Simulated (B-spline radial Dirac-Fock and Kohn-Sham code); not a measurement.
## Compton profile of Pt⁴⁸⁺

System: Pt⁴⁸⁺, [Ar] 3d10 4s2.

Method: the impulse approximation on configuration-average Dirac-Fock orbitals. Computed with an atomic code on a B-spline grid. pz is in atomic units of momentum; subshell profiles are per electron, for a selection of subshells; open shells are spread over both j values by their weights.

```
 pz   J total   J 2s1/2   J 2p3/2   J 3s1/2   J 4s1/2
  2     1.052    0.0329    0.0183    0.0646    0.0860
  3    0.9741    0.0322    0.0183    0.0571    0.0569
4.3    0.8826    0.0308    0.0183    0.0453    0.0293
6.3    0.7799    0.0279    0.0182    0.0274    0.0169
9.1    0.6383    0.0230    0.0177    0.0115    0.0147
 13    0.4287    0.0157    0.0164   0.00590   0.00441
 19    0.2287   0.00714    0.0130   0.00513   0.00189
 28   0.09887   0.00178   0.00726   0.00154  0.000754
 41   0.03681  0.000827   0.00248  0.000214  7.91e-05
 60   0.01280  0.000697  0.000491  0.000172  5.67e-05
 87  0.004224  0.000317  6.56e-05  8.21e-05  2.75e-05
130  0.001091  8.37e-05  5.58e-06  2.12e-05  7.05e-06
```

Problem. What is the peak value J(0), and which subshell contributes most to it?

Solution. J(0) = 1.138. The 4s1/2 subshell gives the largest part, 21 %.

Mean momentum ⟨p⟩ by subshell (a.u.): 1s1/2 83.5, 2s1/2 29.9, 2p1/2 39.3, 2p3/2 34.2, 3s1/2 15.5, 3p1/2 18.4, 3p3/2 16.9, 3d3/2 20.2, 3d5/2 19.7, 4s1/2 9.70.
